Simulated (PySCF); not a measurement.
CH6BClSi. Atoms are numbered in the order given.

```xyz
10

B     -0.0129    -0.2237     0.3632
Cl     1.6347    -0.2763    -0.2878
C     -0.3494    -0.9844     1.6829
H     -1.0862    -1.7769     1.4471
H     -0.8731    -0.3152     2.3893
H      0.5143    -1.4449     2.1846
Si    -1.3627     0.8467    -0.7156
H     -2.7373     0.7957    -0.1288
H     -1.4327     0.3297    -2.1168
H     -0.9376     2.2794    -0.7774
```

Coordinates come from a B3LYP-D3(BJ)/def2-SVP optimisation. The structure was generated by enumeration, and PubChem lists no compound with its InChIKey, so it may never have been made.

All values below come from TDA-B3LYP/def2-SVPD run with PySCF 2.14.0.

Vertical excitations. Isolated molecule, no solvent.

```
state  energy (eV)  λ (nm)      f                          main pairs
-----  -----------  ------  -----  ----------------------------------
S1            4.44     279  0.005                      HOMO→LUMO 98 %
S2            6.17     201  0.010  HOMO−1→LUMO 74 %, HOMO−3→LUMO 24 %
S3            6.38     194  0.001  HOMO−3→LUMO 75 %, HOMO−1→LUMO 23 %
S4            6.61     187  0.094                    HOMO−2→LUMO 91 %
S5            6.82     182  0.032                    HOMO→LUMO+1 97 %
S6            7.06     176  0.069                    HOMO−4→LUMO 82 %
S7            7.35     169  0.003                    HOMO−5→LUMO 97 %
S8            7.53     165  0.097                    HOMO→LUMO+2 80 %
S9            7.82     158  0.002                    HOMO→LUMO+5 88 %
S10           8.01     155  0.207                    HOMO→LUMO+3 80 %
T1            3.80     326      0                      HOMO→LUMO 97 %
T2            5.69     218      0  HOMO−1→LUMO 52 %, HOMO−3→LUMO 44 %
T3            5.74     216      0  HOMO−2→LUMO 79 %, HOMO−4→LUMO 18 %
T4            6.13     202      0  HOMO−3→LUMO 48 %, HOMO−1→LUMO 45 %
```
Triplets are in the Tamm–Dancoff approximation.
